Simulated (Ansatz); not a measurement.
Zn6Se6 (relaxed from a model of (ZnSe)6 ring, whose bonding it doesn't keep). Charge 0, multiplicity 1. Geometry r2SCAN-D4/def2-SVP; atoms count from 1.

```xyz
12

Se   -0.6657   -1.5212   -2.4779
Se   -2.7846    0.7141    0.7968
Se   -0.3524    2.3324   -1.8193
Se    2.7848   -0.7131   -0.7970
Se    0.6649    1.5203    2.4785
Se    0.3525   -2.3322    1.8194
Zn    0.6539   -2.0345   -0.5415
Zn   -1.7366    0.2845   -1.3176
Zn   -0.6526    2.0346    0.5413
Zn    0.9621    0.3312   -1.9556
Zn    1.7365   -0.2846    1.3178
Zn   -0.9629   -0.3315    1.9553
```

Single mean-field runs in def2-TZVP are fitted with def2-universal-jkfit.

Estimate the Mulliken populations from the PBE0/def2-TZVP orbitals of Ansatz.


| atom | charge (e) | d electrons |
| --- | --- | --- |
| Se1 | -0.39 | – |
| Se2 | -0.39 | – |
| Se3 | -0.39 | – |
| Se4 | -0.39 | – |
| Se5 | -0.39 | – |
| Se6 | -0.39 | – |
| Zn7 | 0.39 | 10.09 |
| Zn8 | 0.39 | 10.09 |
| Zn9 | 0.39 | 10.09 |
| Zn10 | 0.39 | 10.09 |
| Zn11 | 0.39 | 10.09 |
| Zn12 | 0.39 | 10.09 |
Mulliken values depend strongly on the basis.

And the Mayer bond orders between heavy atoms (over 0.3)?

Se1–Zn7 0.79 (2.40 Å); Se1–Zn8 0.79 (2.40 Å); Se1–Zn10 0.59 (2.52 Å); Se2–Zn8 0.79 (2.40 Å); Se2–Zn9 0.59 (2.52 Å); Se2–Zn12 0.79 (2.40 Å); Se3–Zn8 0.59 (2.52 Å); Se3–Zn9 0.79 (2.40 Å); Se3–Zn10 0.79 (2.40 Å); Se4–Zn7 0.59 (2.52 Å); Se4–Zn10 0.79 (2.40 Å); Se4–Zn11 0.79 (2.40 Å); Se5–Zn9 0.79 (2.40 Å); Se5–Zn11 0.79 (2.40 Å); Se5–Zn12 0.59 (2.52 Å); Se6–Zn7 0.79 (2.40 Å); Se6–Zn11 0.59 (2.52 Å); Se6–Zn12 0.79 (2.40 Å).
